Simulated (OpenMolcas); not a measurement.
Cd I: effect of the active space

```json
{"Program": "OpenMolcas", "Method": "SS-CASPT2 or its RAS form, IPEA 0.25 Eh, imaginary shift 0.1 Eh", "Basis": "ANO-RCC-VQZP", "Scalar Hamiltonian": "DKH2, point nucleus", "Spin-orbit coupling": "state interaction with AMFI integrals over the reference wave functions, term energies averaged over their components"}
```

A. 2 electrons in 4 orbitals (5s 5p); 2S+1 = 3 even, 3 roots; 2S+1 = 1 even, 6 roots (1 in the spin-orbit step); 2S+1 = 3 odd, 3 roots; 2S+1 = 1 odd, 3 roots; closed shells correlated: 4d; CASPT2 step about 4 core-seconds
B. 2 electrons in 8 orbitals (5s 5p 6s 6p); 2S+1 = 3 even, 3 roots; 2S+1 = 1 even, 1 root; 2S+1 = 3 odd, 3 roots; 2S+1 = 1 odd, 3 roots; closed shells correlated: 4d; CASPT2 step roughly 6 core-seconds
C. 2 electrons in 9 orbitals (RAS2 5s 5p; RAS3 5d, at most 2 electrons); 2S+1 = 3 even, 3 roots; 2S+1 = 1 even, 6 roots; 2S+1 = 3 odd, 3 roots; 2S+1 = 1 odd, 3 roots; closed shells correlated: 4d; CASPT2 step roughly 10 core-seconds

Energies in eV above 5s2 1S0, the measured ground level; measured values from NIST Handbook of Basic Atomic Spectroscopic Data.

| Level | A | B | C | Measured |
| --- | --- | --- | --- | --- |
| 5s2 1S0 | 0.0000 | 0.0000 | 0.0000 | 0.0000 |
| 5s 5p 3P* 0 | 3.514 | 3.659 | 3.508 | 3.7337 |
| 5s 5p 3P* 1 | 3.570 | 3.715 | 3.564 | 3.8009 |
| 5s 5p 3P* 2 | 3.686 | 3.831 | 3.683 | 3.9460 |
| 5s 5p 1P* 1 | 5.363 | 5.467 | 5.251 | 5.4172 |

Deviations, from unrounded energies. A percentage is the sum of absolute deviations over the sum of measured energies, with the sign that they share, or ± where signs differ.

```
           Against measurement  Levels     A     B     C
mean absolute deviation (cm-1)       4  1500   660  1800
      other configurations (%)       4  -4.5  ±1.9  -5.3
```

B lies closest to measurement on these levels and C furthest from it. The largest miss of B in the table is 5s 5p 3P* 2, by -930 cm-1. The ranking rests on the paired levels alone, and a cruder setting can come out closer through cancelling errors.

Among A to C the level of the table that moves most is 5s 5p 1P* 1, by 1700 cm-1 (lowest in C, highest in B). Moves below CASPT2's spread within the term are not significant.

Some high roots are left out of the spin-orbit mixing, which shifts the levels that they would mix with (holds for A). Active for correlation alone: 6p 6s; no level in the range computed is led by a configuration that fills them, so any true level of that kind is missing (holds for B). Active for correlation alone: 5d; no level in the range computed is led by a configuration that fills it, so any true level of that kind is missing (holds for C). Computed and measured levels are paired by configuration, term and J; levels that our copy of the source lacks, or whose pairing is in doubt (as where it misses far off the trend of its configuration), stay unpaired and out of the deviations. Levels of configurations outside the active space are missing. Levels that lie high or do not pair safely by name in every column are left out.

* marks odd parity.
